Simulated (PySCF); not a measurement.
5H-1,4-dioxepine (C₅H₆O₂), SMILES C1=COC=COC1. Coordinates come from a B3LYP-D3(BJ)/def2-SVP optimisation. Other conformers were not sampled.

Computed with B3LYP-D3(BJ)/def2-SVP in PySCF 2.14.0.

Harmonic wavenumbers (cm⁻¹): 112, 143, 382, 403, 483, 547, 719, 763, 797, 865, 904, 906, 950, 964, 974, 1030, 1169, 1187, 1272, 1306, 1375, 1399, 1422, 1438, 1471, 1733, 1758, 2998, 3103, 3177, 3182, 3206, 3228. Rotational constants (GHz): 3.985, 3.466, 1.912; symmetry number 1.

Problem. Work out the zero-point energy and the ideal-gas rigid-rotor harmonic-oscillator thermochemistry at 298.15 K and 1 atm.

Solution. ZPE = ½ Σ hcν = ½ × 45366 cm⁻¹ = 64.85 kcal/mol. H − E(el) = 69.19 kcal/mol. Entropy in cal/(mol K): translation 39.66, rotation 26.90, vibration 11.05, total 77.61. G − E(el) = 46.05 kcal/mol. Cp = 23.81 cal/(mol K). Modes under 150 cm⁻¹ make the vibrational entropy uncertain.
